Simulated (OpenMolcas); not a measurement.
## Ru2+: effect of the active space

```
Program             : OpenMolcas
Method              : MS-CASPT2 or its RAS form, IPEA 0.25 Eh, imaginary shift 0.1 Eh
Basis               : ANO-RCC-VQZP
Scalar Hamiltonian  : DKH2, point nucleus
Spin-orbit coupling : state interaction with AMFI integrals over the reference wave functions, term energies averaged over their components
```

A. 6 electrons in 5 orbitals (4d); 2S+1 = 5 even, 5 roots; 2S+1 = 3 even, 45 roots; 2S+1 = 1 even, 50 roots; closed shells correlated: 4s 4p; CASPT2 step roughly 90 core-seconds
B. 6 electrons in 6 orbitals (4d 5s); 2S+1 = 5 even, 30 roots; 2S+1 = 7 even, 1 root kept (CI in the orbitals of an earlier block); 2S+1 = 3 even, 127 roots kept (CI in the orbitals of an earlier block, 107 in the spin-orbit step); 2S+1 = 1 even, 102 roots kept (CI in the orbitals of an earlier block, 62 in the spin-orbit step); closed shells correlated: 4s 4p; CASPT2 step roughly 5 core-minutes
C. 12 electrons in 8 orbitals (RAS1 4p, at most 2 holes; RAS2 4d); 2S+1 = 5 even, 5 roots; 2S+1 = 3 even, 45 roots; 2S+1 = 1 even, 49 roots; closed shells correlated: 4s; CASPT2 step roughly 3 core-minutes

Energies in cm⁻¹ above 4d⁶ ⁵D₄, the measured ground level; measured values from Moore, Atomic Energy Levels, vol. III, NSRDS-NBS 35 (1971 reprint of NBS Circular 467, 1958).

```tsv
Level	A	B	C	Measured
4d⁶ ⁵D₄	0.0	0.0	0.0	0.0
4d⁶ ⁵D₃	1171	1236	1181	1159
4d⁶ ⁵D₂	1862	1948	1877	1826
4d⁶ ⁵D₁	2310	2420	2330	2266
4d⁶ ⁵D₀	2530	2640	2550	2476
4d⁶ ³P₂(1)	15340	15140	15790	
4d⁶ ³H₆	15590	15640	15390	
4d⁶ ³H₅	15850	15840	15690	
4d⁶ ³F₃(1)	17380	17140	17560	
4d⁶ ³F₂(1)	17900	17680	18130	
4d⁶ ³P₁(1)	18660	18630	19160	
4d⁶ ³G₅	19220	19070	19200	
4d⁶ ³P₀(1)	19350	19240	19850	
4d⁶ ³G₄	20220	20050	20270	
4d⁶ ³G₃	20490	20300	20560	
4d⁶ ³D₂	23040	22460	23410	
4d⁶ ³D₁	23200	22620	23570	
4d⁶ ³D₃	23370	22780	23750	
4d⁶ ¹I₆	24040	24160	23650	
4d⁶ ¹G₄(1)	25390	25150	25310	
4d⁶ ¹D₂(1)	29430	29200	29820	
4d⁶ ¹F₃	32310	31790	32490	
4d⁶ ³P₀(2)	36560	36090	37030	
4d⁶ ³P₁(2)	37440	36880	37770
```

Deviations, from unrounded energies. A percentage is the sum of absolute deviations over the sum of measured energies, with the sign that they share, or ± where signs differ.

```tsv
Against measurement	Levels	A	B	C
mean absolute deviation (cm-1)	4	38	130	52
fine structure of the ground term (%)	4	+1.9	+6.7	+2.7
```

A lies closest to measurement on these levels and B furthest from it. The largest miss of A in the table is 4d⁶ ⁵D₀, by +55 cm-1. The ranking rests on the paired levels alone, and a cruder setting can come out closer through cancelling errors.

The spin-orbit steps hold different terms of 4d⁶ (B lacks a ¹S; C lacks a ¹S), which shifts levels as well.

The two smallest mean deviations differ by little beside CASPT2's spread within terms, so their order carries little weight.

Among A to C the level of the table that moves most is 4d⁶ ³D₃, by 970 cm-1 (lowest in B, highest in C). Moves below CASPT2's spread within the term are not significant.

Term energies are means over components that CASPT2 splits; among the terms shown or strongly mixed into the levels shown the widest spread is 1800 cm-1 (4d⁶ ¹I, B). The CASPT2 spread within a term exceeds the gap to the next term for 4d⁶ ³D and 4d⁶ ¹I, 4d⁶ ¹I and 4d⁶ ¹G(1), so the order of their levels is uncertain (figures for A; the like holds for B, C). Levels of configurations with an s electron are missing; early in the row they begin among the upper levels of the d shell and mix with terms of their name (holds for A). Blocks of more than 70 roots (2S+1 = 3 even) ran without multistate coupling (holds for B). Some high roots are left out of the spin-orbit mixing, which shifts the levels that they would mix with (holds for B). Terms from blocks run as CI alone lack orbitals of their own (holds for B). Active for correlation alone: 4p; no level in the range computed is led by a configuration that opens it, so any true level of that kind is missing (holds for C). Measured partners are found by configuration, term and J. A level has none where our copy of the source lacks it or the pairing is in doubt (some pairs that miss far off the trend of their configuration count as doubtful), and it then counts in no deviation. Only configurations of the active space appear. The table leaves out levels that lie high or whose names do not pair safely across all columns.

A number in round brackets counts repeated terms of one configuration in the order of the reference energies.
